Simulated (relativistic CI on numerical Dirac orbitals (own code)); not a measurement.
**Transition arrays of Tb24+**

Calculated at this level of theory: Dirac-Coulomb-Breit CI, orbitals from a KLI potential per configuration, model QED, valence Slater integrals scaled by 0.9, whole transition arrays (own radial code, finite nucleus).

Configurations in the expansion (outside the closed core [Ar] 3d10 4s2): 4p⁶4d⁵, 4p⁶4d⁴4f, 4p⁵4d⁶, 4p⁶4d⁴5p, 4p⁶4d⁴5f. Levels of other configurations are missing.

All E1 lines from the levels of 4p⁶4d⁵; mean and standard deviation are weighted by gf, and upper levels are sorted by their leading configuration.

| Upper configuration | Lines | Σgf | Mean (eV) | Mean (nm) | σ (eV) | Strongest line (nm) |
| --- | --- | --- | --- | --- | --- | --- |
| 4p⁶4d⁴4f | 5943 | 951.1 | 182.62 | 6.789 | 8.83 | 6.699 |
| 4p⁵4d⁶ | 2772 | 543.2 | 188.39 | 6.581 | 12.87 | 6.553 |
| 4p⁶4d⁴5p | 3245 | 125.7 | 299.74 | 4.136 | 5.25 | 4.196 |
| 4p⁶4d⁴5f | 5470 | 263.8 | 425.16 | 2.916 | 4.88 | 2.885 |

Σgf per state of the lower configuration in bins of 0.2 nm over the central range (centre: value): 2.9: 1.04, 4.1: 0.40, 4.3: 0.08, 6.1: 0.08, 6.3: 0.56, 6.5: 1.47, 6.7: 2.80, 6.9: 0.49, 7.1: 0.08, 7.3: 0.05, 7.5: 0.05, 7.7: 0.06, 7.9: 0.07.

Problem. How do configuration mixing and the scaling of the Slater integrals move the arrays?

Solution. Slater scale 0.9, no configuration mixing: 4p⁶4d⁴4f 174.8 ± 7.6 eV (Σgf 810.9), 4p⁵4d⁶ 166.4 ± 18.7 eV (Σgf 559.7), 4p⁶4d⁴5p 299.9 ± 5.2 eV (Σgf 142.2), 4p⁶4d⁴5f 425.1 ± 4.9 eV (Σgf 269.0); Slater scale 1: 4p⁶4d⁴4f 186.1 ± 9.0 eV (Σgf 1019.4), 4p⁵4d⁶ 191.6 ± 13.2 eV (Σgf 502.4), 4p⁶4d⁴5p 299.8 ± 5.5 eV (Σgf 123.6), 4p⁶4d⁴5f 425.2 ± 5.1 eV (Σgf 263.8); Slater scale 0.8: 4p⁶4d⁴4f 178.8 ± 8.7 eV (Σgf 859.5), 4p⁵4d⁶ 185.4 ± 12.3 eV (Σgf 607.5), 4p⁶4d⁴5p 299.7 ± 5.0 eV (Σgf 127.8), 4p⁶4d⁴5f 425.1 ± 4.7 eV (Σgf 263.8). With mixing, levels are counted to their leading configuration, so an array can shrink or vanish into another, and the sums then hold other lines.
